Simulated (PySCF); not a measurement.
Compound: cyclo-(F2SnNH)2.
Structure used (PBE0-D3(BJ)/def2-SVP), in Å, numbered top down from 1:
```xyz
10
F4H2N2Sn2 angstrom
Sn    -0.7726   -1.0867    0.6903
F     -0.1831   -2.3964    1.9642
F     -2.6341   -1.5339    0.5495
N     -0.2687    0.8396    1.0045
Sn     0.7970    1.0715   -0.6896
F      0.2066    2.3866   -1.9574
F      2.6601    1.5143   -0.5557
N      0.2878   -0.8529   -1.0067
H     -0.4501    1.4669    1.7783
H      0.4818   -1.4856   -1.7731
```

Level of theory: PBE0-D3(BJ)/def2-SVP geometry optimisation, gas phase, def2 core potentials past Kr (PySCF).

(1) Which atoms are bound to Sn1, and at what distances?

(2) List the angles at Sn1.

(3) Describe the arrangement about Sn1 in numbers.

(4) What are the other bond lengths?

(5) Give some angles away from the centre.

(6) What are the rotational constants (commonest isotopes, rigid rotor)?

Results:

(1) 4 atoms: F3 1.920 Å, F2 1.920 Å, N8 2.015 Å, N4 2.016 Å. The nearest atom not counted as bound is H10, at 2.79 Å (others tie with it).

(2) 
| angle | degrees | distance of the outer atoms (Å) |
| --- | --- | --- |
| F2–Sn1–N8 | 118.5 | 3.38 |
| F3–Sn1–N4 | 118.5 | 3.38 |
| F3–Sn1–N8 | 118.4 | 3.38 |
| F2–Sn1–N4 | 118.1 | 3.38 |
| F2–Sn1–F3 | 100.8 | 2.96 |
| N4–Sn1–N8 | 83.6 | 2.69 |

(3) Angles from 83.6° to 118.5°; τ4 = (360° − α − β)/141° = 0.87 with α and β the two widest (0 for a square, 1 for a tetrahedron).

(4) N4–H9, N8–H10 1.013 Å.

(5) Sn1–N4–Sn5 96.4°, N4–Sn5–F7 118.8°.

(6) A = 2217, B = 432.8, C = 397.3 MHz: a near-prolate asymmetric top.

Point group: D2h (every atom within 0.08 Å of its image). Charge 0, singlet. Whether it is a minimum is left open (no frequencies).

One conformer stands for the species.
